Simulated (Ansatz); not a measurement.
`[CH3][Ti]([CH3])([NH2])[NH2]` from Hartree–Fock to CCSD(T)

```xyz
15

C     1.126   -1.509   -0.458
Ti   -0.108    0.137   -0.179
C    -0.474    0.273    1.860
N    -1.708   -0.035   -1.154
N     0.846    1.673   -0.701
H     1.299   -1.696   -1.523
H     0.649   -2.393   -0.018
H     2.098   -1.360    0.025
H    -0.886   -0.680    2.212
H    -1.192    1.070    2.078
H     0.448    0.481    2.414
H    -1.814   -0.565   -2.008
H    -2.608    0.322   -0.861
H     1.732    1.929   -0.284
H     0.589    2.352   -1.402
```

Total charge 0; spin multiplicity 1. Correlated methods include outer-core shells of Ti, which these sets cover unevenly. Scalar relativity is left out up to krypton. All single points use the PBE0-D4/def2-TZVP geometry. It is one conformer, not always the lowest. Frozen core, restricted reference, Ansatz 0.2.0.

```json
{"basis": "def2-SVP", "HF (Eh)": "?", "MP2 corr.": "?", "CCSD corr.": "-1.00703", "(T)": "?", "CCSD(T) total": "?"}
{"basis": "def2-TZVPP", "HF (Eh)": "-1038.97325", "MP2 corr.": "-1.23962", "CCSD corr.": "–", "(T)": "–", "CCSD(T) total": "–"}
{"basis": "def2-QZVPP", "HF (Eh)": "?", "MP2 corr.": "-1.32889", "CCSD corr.": "–", "(T)": "–", "CCSD(T) total": "–"}
```

(1) Fill in the withheld values. (Best estimate.)

## Answers

(1) Computed: def2-SVP HF (Eh): -1038.62259; def2-SVP MP2 corr.: -0.95479; def2-SVP (T): -0.04187; def2-SVP CCSD(T) total: -1039.67149; def2-QZVPP HF (Eh): -1038.99798.
